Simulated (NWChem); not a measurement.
Everything below was run with NWChem. System: HP, charge 0, spin multiplicity 3, at a geometry optimised with UPBE0/def2-SVP. The structure started from a generated list of species. Its SCF solution wasn't tested for a lower state. Level: UMP2/def2-TZVP, 5 core orbitals frozen.

The NWChem input:

```
start mol
memory heap 200 mb stack 900 mb global 1100 mb
geometry units angstroms nocenter noautoz
  P      0.000000     0.000000     0.089819
  H      0.000000     0.000000    -1.347288
  symmetry group C2v
end
basis spherical
  * library def2-tzvp
end
scf
  uhf
  nopen 2
  maxiter 100
  thresh 1e-7
  semidirect memsize 60000000 filesize 0
  # guess.movecs holds the orbitals of an unrestricted PBE0 run
  vectors input guess.movecs output mol.movecs
end
mp2
  freeze core 5
end
task mp2 energy
```

NWChem printed:

```
             Northwest Computational Chemistry Package (NWChem) 7.3.0
             --------------------------------------------------------

                                NWChem Input Module
                                -------------------

 Scaling coordinates for geometry "geometry" by  1.889725989
 (inverse scale =  0.529177249)

 Turning off AUTOSYM since
 SYMMETRY directive was detected!

                             Geometry "geometry" -> ""
                             -------------------------

 Output coordinates in angstroms (scale by  1.889725989 to convert to a.u.)

  No.       Tag          Charge          X              Y              Z
 ---- ---------------- ---------- -------------- -------------- --------------
    1 P                   15.0000     0.00000000     0.00000000     0.08981900
    2 H                    1.0000     0.00000000     0.00000000    -1.34728800

 Effective nuclear repulsion energy (a.u.)       5.5233595933

            Nuclear Dipole moment (a.u.)
            ----------------------------
        X                 Y               Z
 ---------------- ---------------- ----------------
     0.0000000000     0.0000000000    -0.0000056692

      Symmetry information
      --------------------

 Group name             C2v
 Group number             16
 Group order               4
 No. of unique centers     2

      Symmetry unique atoms

     1    2


 Summary of "ao basis" -> "" (spherical)
 ------------------------------------------------------------------------------
       Tag                 Description            Shells   Functions and Types
 ---------------- ------------------------------  ------  ---------------------
 *                         def2-tzvp                  on all atoms

 Summary of "ao basis" -> "ao basis" (spherical)
 ------------------------------------------------------------------------------
       Tag                 Description            Shells   Functions and Types
 ---------------- ------------------------------  ------  ---------------------
 P                         def2-tzvp                13       37   5s5p2d1f
 H                         def2-tzvp                 4        6   3s1p

                                 NWChem SCF Module
                                 -----------------

  ao basis        = "ao basis"
  functions       =    43
  atoms           =     2
  alpha electrons =     9
  beta  electrons =     7
  charge          =   0.00
  wavefunction    = UHF
  use symmetry    = T
  symmetry adapt  = T

 Summary of "ao basis" -> "ao basis" (spherical)
 ------------------------------------------------------------------------------
       Tag                 Description            Shells   Functions and Types
 ---------------- ------------------------------  ------  ---------------------
 P                         def2-tzvp                13       37   5s5p2d1f
 H                         def2-tzvp                 4        6   3s1p

      Symmetry analysis of basis
      --------------------------

        a1         20
        a2          3
        b1         10
        b2         10

 Forming initial guess at       0.0s

   Symmetry analysis of molecular orbitals - initial alpha
   -------------------------------------------------------

  Numbering of irreducible representations:

     1 a1          2 a2          3 b1          4 b2

  Orbital symmetries:

     1 a1          2 a1          3 b1          4 b2          5 a1
     6 a1          7 a1          8 b1          9 b2         10 a1
[...]
    1 P   15    15.05   2.01  0.54  1.43  1.09  0.82  4.16  1.70  0.63  1.67  0.92  0.03  0.05  0.00
    2 H    1     0.95   0.23  0.54  0.16  0.02

  Mulliken analysis of the alpha density
  --------------------------------------

    Atom       Charge   Shell Charges
 -----------   ------   -------------------------------------------------------
    1 P   15     8.56   1.00  0.27  0.71  0.56  0.43  2.11  0.83  0.46  1.37  0.77  0.01  0.03  0.00
    2 H    1     0.44   0.11  0.25  0.07  0.01

   Mulliken analysis of the beta density
   -------------------------------------

    Atom       Charge   Shell Charges
 -----------   ------   -------------------------------------------------------
    1 P   15     6.49   1.00  0.27  0.72  0.53  0.39  2.05  0.87  0.18  0.30  0.15  0.01  0.02  0.00
    2 H    1     0.51   0.12  0.29  0.09  0.01

   Mulliken analysis of the spin density
   -------------------------------------

    Atom       Charge   Shell Charges
 -----------   ------   -------------------------------------------------------
    1 P   15     2.07   0.00  0.00 -0.00  0.03  0.04  0.05 -0.04  0.28  1.07  0.62  0.00  0.02 -0.00
    2 H    1    -0.07  -0.01 -0.04 -0.02  0.00

       Multipole analysis of the density wrt the origin
       ------------------------------------------------

     L   x y z        total         alpha         beta         nuclear
     -   - - -        -----         -----         ----         -------
     0   0 0 0     -0.000000     -9.000000     -7.000000     16.000000

     1   1 0 0      0.000000      0.000000      0.000000      0.000000
     1   0 1 0     -0.000000     -0.000000     -0.000000      0.000000
     1   0 0 1     -0.202699     -0.112712     -0.089981     -0.000006

     2   2 0 0    -10.665424     -8.010373     -2.655051      0.000000
     2   1 1 0      0.000000      0.000000      0.000000      0.000000
     2   1 0 1      0.000000     -0.000000      0.000000      0.000000
     2   0 2 0    -10.665424     -8.010373     -2.655051      0.000000
     2   0 1 1      0.000000     -0.000000      0.000000      0.000000
     2   0 0 2    -10.511760     -9.598971     -7.827072      6.914283

                   NWChem MP2 Semi-direct Energy/Gradient Module
                   ---------------------------------------------

  Basis functions       =     43
  Molecular orbitals    =     43
  Frozen core           =      5
  Frozen virtuals       =      0
  Active alpha occupied =      4
  Active beta occupied  =      2
  Active alpha virtual  =     34
  Active beta virtual   =     36
  Use MO symmetry       = T
  Use skeleton AO sym   = T

  AO/Fock/Back tols     =   1.0D-09  1.0D-09  1.0D-09

 GA uses MA = F    GA memory limited = T

 Available:
  local mem=  1.26D+08
 global mem=  1.44D+08
 local disk=  0.00D+00
  mp2_memr nvloc                    34
  nvloc new                    34
   1 passes of   4:        3145728                      10569                    440654.
   1 passes of   4: M    126153338           G      144175502           F     123007610.

 Semi-direct pass number   1 of   1  for UHF alpha       at        0.4s
  vrange nnbf                   946
  mp2_eaftype                    10  avail_ma_in_mb                  1099
 EAF : mp2_eaftype filesize          10     220327.
  mp2_eaf for mointskh                     10
Node 0 wrote      1.0 Mb in      0.0 s     Agg I/O rate:  2733.5 Mb/s
 Done moints_semi at        0.7s
  mp2_eaftype                    10  avail_ma_in_mb                  1089
 EAF : mp2_eaftype filesize          10     220327.
  mp2_eaf for kh                    10
 Done maket at        0.7s
 Done multipass loop at        0.7s

 GA uses MA = F    GA memory limited = T

 Available:
  local mem=  1.26D+08
 global mem=  1.44D+08
 local disk=  0.00D+00
  mp2_memr nvloc                    36
  nvloc new                    36
   1 passes of   2:        3145728                       7370                    234804.
   1 passes of   2: M    126153338           G      144175502           F     123007610.

 Semi-direct pass number   1 of   1  for UHF beta        at        0.8s
  vrange nnbf                   946
  mp2_eaftype                    10  avail_ma_in_mb                  1099
 EAF : mp2_eaftype filesize          10     117402.
  mp2_eaf for mointskh                     10
Node 0 wrote      0.5 Mb in      0.0 s     Agg I/O rate:  1715.6 Mb/s
 Done moints_semi at        1.1s
  mp2_eaftype                    10  avail_ma_in_mb                  1089
 EAF : mp2_eaftype filesize          10     117402.
  mp2_eaf for kh                    10
 Done maket at        1.1s
 Done multipass loop at        1.1s

          -------------------------------------------
          SCF energy                -341.291865061324
          Correlation energy          -0.101293762923
          Singlet pairs                0.000000000000
          Triplet pairs                0.000000000000
          Total MP2 energy          -341.393158824247
          -------------------------------------------

          ---------------------------------------------------
                    Spin Component Scaled (SCS) MP2
          Same spin pairs                     -0.021439456941
          Same spin scaling factor             0.333333333333
          Opposite spin pairs                 -0.079854305982
          Opposite spin scaling fact.          1.200000000000
          SCS-MP2 correlation energy          -0.102971652826
          Total SCS-MP2 energy              -341.394836714150
          ---------------------------------------------------

 -----------------------
 Performance information
 -----------------------

 Timer overhead =  1.85D-07 seconds/call

               Nr. of calls         CPU time (s)                 Wall time (s)                GFlops
             ---------------    -------------------     ------------------------------   -------------------
Name         Min   Avg   Max    Min     Avg     Max     Min     Avg     Max   Mx/calls   Min     Max     Sum
mp2: moin     2     2     2   0.68    0.68    0.68     0.68    0.68    0.68    0.34      0.0     0.0     0.0
mp2: make     2     2     2   8.32E-3 8.32E-3 8.32E-3  8.32E-3 8.32E-3 8.32E-3 4.16E-3   0.0     0.0     0.0
mp2: tota     1     1     1   0.75    0.75    0.75     0.75    0.75    0.75    0.75      0.0     0.0     0.0

 The average no. of pstat calls per process was 5.00D+00
 with a timing overhead of 9.27D-07s

 Task  times  cpu:        1.1s     wall:        1.1s

 Total times  cpu:        1.1s     wall:        1.1s
```
